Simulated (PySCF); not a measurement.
Ionisation energy of Cd³⁸⁺ by level of theory

Cd³⁸⁺ [Ne] (1S) → Cd³⁹⁺ [He] 2s2 2p5 (2P), as a difference of total energies. Calculation: PySCF 2.14, in an even-tempered Gaussian basis (19 s from 16 bohr⁻², ratio 2.2; 12 p from 20 bohr⁻², ratio 2.2; 6 d from 87 bohr⁻², ratio 2.4; 5 f from 130 bohr⁻², ratio 2.4; 4 g from 190 bohr⁻², ratio 2.4); scalar relativity by spin-free X2C-1e. Correlated levels: nothing frozen; virtual orbitals above 40 to 60 times the deepest correlated orbital energy dropped. The calculations carry no spin-orbit coupling.

```
                 method  ionisation energy (eV)
                    UHF                  5900.3
                    LDA                  5897.7
                    PBE                  5898.0
                   PBE0                  5899.1
                 r2SCAN                  5901.6
                  M06-L                  5901.6
                 M06-2X                  5900.0
    MP2 (all electrons)                  5902.0
SCS-MP2 (all electrons)                  5901.9
```

A first-order spin-orbit estimate (lowest level to lowest level, LS coupling) adds -64.334 eV.

For this ion Breit and QED terms and the two-electron picture change, all absent here, outweigh the differences among the correlated methods.

For comparison: 5839 ± 3 eV (semi-empirical (NIST evaluation); NIST Atomic Spectra Database, ionization energies).
